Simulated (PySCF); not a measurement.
Compound: C4H3F3NO2 (doublet state).
Z-matrix (Å and degrees, GFN2-xTB geometry), rows numbered from 1:
```
O 
C   1  1.1996
N   2  1.3051  1  132.58
C   3  1.3048  2  141.28  1  -134.27
C   4  1.3690  3  124.90  2  -152.14
O   5  1.3744  4  129.06  3     5.04
C   6  1.3350  5  122.49  4     7.81
F   7  1.3300  6  107.51  5   171.75
F   7  1.3315  6  114.22  5   -69.85
F   7  1.3389  6  113.63  5    53.80
H   2  1.1315  1  118.65  3   170.22
H   4  1.0904  3  119.86  2    33.61
H   5  1.0769  4  121.72  3  -172.18
```

The hyperfine couplings belong to this conformer and change with its torsions.

The species is `O=C[N]/C=C\OC(F)(F)F` [radical].

Method: UKS B3LYP, pcH-1 on C F H N O, non-relativistic, mean-field spin-orbit, GIAO (PySCF 2.14.0). Isolated species at its GFN2-xTB geometry (one conformer only). The geometry wasn't refined by DFT: couplings that depend on bond lengths, twists or pyramidal angles can differ widely from those at the functional's own minimum. The frame is twisted about the C2–N3 bond at this geometry (dihedral H11–C2–N3–C4 = 55°); couplings at other torsion angles weren't computed. The SCF solution wasn't tested for stability.

(1) Where do the isotropic ENDOR lines of N3, F8/F9/F10, H11, H13 and H12 fall at 340.9 mT, to first order?

(2) Which pairs are centred on the nuclear Larmor frequency, and which on half the coupling?

(3) At what field would the lower line of N3 fall to zero frequency?

## Answers

(1) ν± = |νn ± a/2|, one line for each electron-spin manifold; νn = |g_N| × 7.62259 MHz/T × B.

| nuclei | isotope | g_N | νn (MHz) | a_iso (MHz) | lower line (MHz) | upper line (MHz) |
| --- | --- | --- | --- | --- | --- | --- |
| N3 | 14N | 0.4038 | 1.05 | 25.26 | 11.58 | 13.68 |
| F8/F9/F10 | 19F | 5.2577 | 13.66 | 11.74 | 7.79 | 19.53 |
| H11 | 1H | 5.5857 | 14.51 | 147.16 | 59.06 | 88.09 |
| H13 | 1H | 5.5857 | 14.51 | -41.15 | 6.06 | 35.09 |
| H12 | 1H | 5.5857 | 14.51 | 5.63 | 11.70 | 17.33 |

(2) Centred on νn, since |a| < 2νn: F8/F9/F10 and H12. Centred on |a|/2 and split by 2νn: N3, H11 and H13.

(3) Where νn = |a|/2, that is B = 12.63 MHz/(0.4038 × 7.62259 MHz/T) = 4100 mT, as far as first order holds there.

Class means assume fast exchange of nuclei equivalent by connectivity; if that motion is slow, each nucleus keeps its own coupling. The three 19F nuclei of mean +11.7 MHz run from -1.0 to 27.8 MHz in the frozen geometry.

The run took 46 s (with the writing of density and orbital grids) on one thread, AMD EPYC 9R45 (x86_64), no GPU, shared host with 96 logical CPUs at a one-minute load of 67, and the process peaked at 0.97 GiB of memory.
